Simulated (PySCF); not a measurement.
SMILES B(Cc1ccccc1)(O)O (GFN2-xTB optimised geometry):

```
19

O      2.202    -1.249     2.486
B      2.058    -2.208     1.536
O      2.417    -3.472     1.834
C      1.494    -1.901     0.057
C      0.718    -0.622     0.000
C     -0.672    -0.622     0.000
C     -1.381     0.566     0.000
C     -0.712     1.778     0.007
C      0.672     1.793     0.010
C      1.380     0.604     0.009
H      1.925    -0.367     2.232
H      2.756    -3.585     2.723
H      0.879    -2.734    -0.280
H      2.347    -1.842    -0.622
H     -1.201    -1.564    -0.004
H     -2.461     0.547    -0.006
H     -1.265     2.706     0.006
H      1.204     2.734     0.012
H      2.461     0.622     0.000
```

Method: PBE0/def2-SVP in PySCF.

**Question.** What are the frontier orbital energies and the dipole moment?

**Answer.** HOMO-2 -9.04 eV, HOMO-1 -7.40 eV, HOMO -6.94 eV, LUMO -0.25 eV, LUMO+1 -0.01 eV; dipole moment 0.97 D.

Meta-Löwdin charges at PBE0/def2-SVP: O1 -0.50, B2 0.43, O3 -0.48, C4 -0.32, C5 0.03, C6 -0.12, C7 -0.10, C8 -0.12, C9 -0.10, C10 -0.15, H11 0.34, H12 0.33, H13 0.12, H14 0.12, H15 0.10, H16 0.11, H17 0.11, H18 0.11, H19 0.10.
